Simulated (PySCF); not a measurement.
Worked example: dipole moment from atomic charges

Zn(Br)(OH) (BrHOZn), SMILES [OH][Zn][Br]. Atoms are numbered in the order given.

```xyz
4

Zn     0.0072    -0.8356     0.0000
Br    -0.0003     1.4012     0.0000
O     -0.1161    -2.6116     0.0000
H      0.7235    -3.0814     0.0000
```
Charge 0, spin multiplicity 1.

Coordinates come from a B3LYP-D3(BJ)/def2-TZVP optimisation. The values are those of a single conformer.

Charges (e) from M06-2X/def2-TZVPD (PySCF):

```json
[
 {"atom": "Zn1", "ESP fit": "0.763", "IAO": "1.408"},
 {"atom": "Br2", "ESP fit": "-0.351", "IAO": "-0.669"},
 {"atom": "O3", "ESP fit": "-0.737", "IAO": "-1.096"},
 {"atom": "H4", "ESP fit": "0.324", "IAO": "0.357"}
]
```

The dipole moment of the full density is 1.52 D.

**Question.** What dipole moment does each set of point charges give, and which comes closer to that of the density?

**Answer.** 
μ = Σ q r, and 1 e Å = 4.8032 D.
ESP fit: Σ q r = (0.326, -0.203, 0.000) e Å, |μ| = 1.84 D.
IAO: Σ q r = (0.396, -0.352, 0.000) e Å, |μ| = 2.54 D.
ESP fit comes closer in size. Point charges leave out the atoms' own dipoles (lone pairs, polarised bonds); fits to the potential absorb them, partitions of the density don't.
